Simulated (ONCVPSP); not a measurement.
# Configuration tests for K (Z = 19) (ONCV)

```
Element                 : potassium
Generator               : ONCVPSP 4.0.1
Type                    : optimised norm-conserving Vanderbilt (ONCV)
Functional              : PBE
Relativity              : scalar-relativistic
Frozen core             : [Ne]
Valence charge          : 9
Reference configuration : 3s2 3p6 3d0.5 4s0.5
Partial waves           : 3s+4s: rc 2.15 bohr, ncon 4, nbas 8, qcut 6.1 1/bohr, 3 projectors, debl 1.1 Ha; 3p: rc 1.55 bohr, ncon 4, nbas 8, qcut 8.9 1/bohr, 2 projectors, debl 3.8 Ha; 3d: rc 4.00 bohr, ncon 4, nbas 9, qcut 2.6 1/bohr, 1 projector
Local potential         : polynomial inside 1.05 bohr (lpopt 5, dvloc0 6 Ha)
Core correction         : Teter function, fcfact 3.75, rcfact 1.45
```

Energies are relative to the spin-unpolarised reference configuration 3s2 3p6 3d0.5 4s0.5; without spin polarisation the order of configurations can differ from experiment. Not all tests gave a result: 1 of 4 tests not solved or not reliable.

| valence configuration | charge | ΔE all-electron (eV) | error AE − PS (meV) |
| --- | --- | --- | --- |
| 3s2 3p6 3d0 4s0 | +1 | 3.096 | +4.4 |
| 3s2 3p6 3d0 4s0.5 | +0.5 | 0.424 | +1.4 |
| 3s2 3p5 3d0 4s1 | +1 | 23.712 | +65 |

Levels in the configuration 3s2 3p6 3d0 4s0:

| level | all-electron (eV) | pseudo (eV) |
| --- | --- | --- |
| 3s | -41.452 | -41.394 |
| 3p | -24.884 | -24.831 |

Note: no bound ghost flagged; GHOST(+) flagged for d at 31.1 eV.
